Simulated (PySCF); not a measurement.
Mo(O)2(Br)(NH2) (BrH2MoNO2), SMILES [O]=[Mo]([NH2])(=[O])[Br], multiplicity 1. Atoms are numbered in the order given.

```xyz
7

Mo     0.0971     0.6825     0.0000
O      0.9035     1.1900    -1.3894
O      0.9035     1.1900     1.3894
Br    -0.0749    -1.7565     0.0000
N     -1.6613     1.4606     0.0000
H     -2.1422     1.7747    -0.8423
H     -2.1422     1.7747     0.8423
```

The structure is a stationary point at B3LYP-D3(BJ)/def2-SVP. The spin state was assumed, not searched. The structure was generated by enumeration; whether it is a known compound was not checked. The def2 effective core potentials stand for the cores of Mo; spin–orbit coupling is left out. One conformer was computed; it need not be the lowest.

Level of theory: PySCF with PBE/def2-TZVP.

The molecule is in vacuum.

```yaml
total_energy: -2848.49823 hartree
point_group: Cs
highest_occupied_level: -7.26 eV
lowest_empty_level: -3.43 eV
orbital_gap: 3.83 eV
dipole_moment: 3.83 D
quadrupole, principal values (traceless, Buckingham form, about the centre of nuclear charge): -9.11, -5.03, 14.15 D·Å
mean_static_polarisability: 73.9 bohr³ (10.95 Å³)
polarisability_principal_values: 63.7, 67.9, 90.0 bohr³
```
